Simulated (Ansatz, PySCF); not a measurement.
C4H5FSi, SMILES C#C/C(F)=C/[SiH3]. Atoms are numbered in the order given.

```xyz
11

C      0.4679     3.1814     0.0000
C      0.1967     1.9991     0.0000
C     -0.1190     0.6082     0.0000
F     -1.4469     0.3588     0.0000
C      0.7457    -0.4176     0.0000
Si     0.1928    -2.2122     0.0000
H      0.7087     4.2282     0.0000
H      1.8068    -0.1551     0.0000
H     -0.6217    -2.5168    -1.2107
H     -0.6217    -2.5168     1.2107
H      1.4095    -3.0723     0.0000
```
Charge 0, spin multiplicity 1.

Geometry: B3LYP-D3(BJ)/def2-SVP. The structure was generated by enumeration; whether it is a known compound was not checked.

Two levels are set side by side: PBE-D3(BJ)/def2-SVP (Ansatz, a program for electronic structure) and B3LYP-D3(BJ)/def2-SVP (Ansatz). Each level has its own optimised geometry; the coordinates shown are those of the second. Frequencies come from the Hessian of PySCF at each geometry. Differences are taken from unrounded values.

```json
[
 {"quantity": "mean bond length (Å)", "B3LYP-D3(BJ)": "1.385"},
 {"quantity": "bond C1–C2 (Å)", "B3LYP-D3(BJ)": "1.213"},
 {"quantity": "bond C2–C3 (Å)", "B3LYP-D3(BJ)": "1.426"},
 {"quantity": "bond C3–F4 (Å)", "B3LYP-D3(BJ)": "1.351"},
 {"quantity": "bond C3–C5 (Å)", "B3LYP-D3(BJ)": "1.342"},
 {"quantity": "bond C5–Si6 (Å)", "B3LYP-D3(BJ)": "1.878"},
 {"quantity": "bond C1–H7 (Å)", "B3LYP-D3(BJ)": "1.074"},
 {"quantity": "bond C5–H8 (Å)", "B3LYP-D3(BJ)": "1.093"},
 {"quantity": "bond Si6–H9 (Å)", "B3LYP-D3(BJ)": "1.491"},
 {"quantity": "bond Si6–H10 (Å)", "B3LYP-D3(BJ)": "1.491"},
 {"quantity": "bond Si6–H11 (Å)", "B3LYP-D3(BJ)": "1.490"},
 {"quantity": "highest harmonic wavenumber (cm⁻¹)", "B3LYP-D3(BJ)": "3467"},
 {"quantity": "mean harmonic wavenumber (cm⁻¹)", "B3LYP-D3(BJ)": "1120"},
 {"quantity": "zero-point energy (kcal/mol)", "B3LYP-D3(BJ)": "43.21"}
]
```

Q: What does PBE-D3(BJ) give, and how far is it from B3LYP-D3(BJ)? (An estimate is asked for; the answer gives what the named calculation found.)

A: 
```
quantity                            PBE-D3(BJ)  PBE-D3(BJ) minus B3LYP-D3(BJ)
----------------------------------  ----------  -----------------------------
mean bond length (Å)                     1.394                          0.009
bond C1–C2 (Å)                           1.225                          0.012
bond C2–C3 (Å)                           1.425                         -0.001
bond C3–F4 (Å)                           1.358                          0.007
bond C3–C5 (Å)                           1.353                          0.012
bond C5–Si6 (Å)                          1.880                          0.002
bond C1–H7 (Å)                           1.082                          0.007
bond C5–H8 (Å)                           1.101                          0.008
bond Si6–H9 (Å)                          1.504                          0.014
bond Si6–H10 (Å)                         1.504                          0.014
bond Si6–H11 (Å)                         1.503                          0.013
highest harmonic wavenumber (cm⁻¹)        3404                            -64
mean harmonic wavenumber (cm⁻¹)           1084                            -36
zero-point energy (kcal/mol)             41.82                          -1.39
```

Exact exchange shortens and stiffens bonds; PBE has none. Differences between two approximate levels are no errors against the true value.
